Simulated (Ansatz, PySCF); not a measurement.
Process, species as SMILES: O[CH]O → [O]CO
Geometries: B3LYP-D3(BJ)/def2-TZVP minima from Ansatz (a first-principles code), one conformer each, not searched for the lowest.

Quantity: isomerisation energy (enthalpy at 298 K, with B3LYP-D3(BJ) rigid-rotor harmonic-oscillator terms from PySCF), in kJ/mol. Correlated levels leave the core frozen unless marked. UHF or UKS for open shells. No spin-orbit coupling. No relativistic terms. CBS marks a two-point X^-3 extrapolation of the correlation energy; Hartree-Fock from the larger set. The bracket is a focal-point correction in the basis named.

Level to compare with: RI-MP2/CBS(cc-pVTZ,cc-pVQZ)+[CCSD(T)-MP2]/cc-pVTZ (Ansatz), 36.8 kJ/mol. It is a level with limits of its own, and the differences hold the functionals' basis error too.

Problem. Rank these functionals by how close they come to RI-MP2/CBS(cc-pVTZ,cc-pVQZ)+[CCSD(T)-MP2]/cc-pVTZ, closest first: TPSSh/def2-TZVPD (PySCF); B3LYP/def2-TZVPD (Ansatz); M06-L/def2-TZVPD (PySCF).

Solution. B3LYP/def2-TZVPD (global hybrid, 21.8 kJ/mol, difference -15.0), TPSSh/def2-TZVPD (hybrid meta-GGA, 17.1 kJ/mol, difference -19.7), M06-L/def2-TZVPD (meta-GGA, 4.7 kJ/mol, difference -32.1)
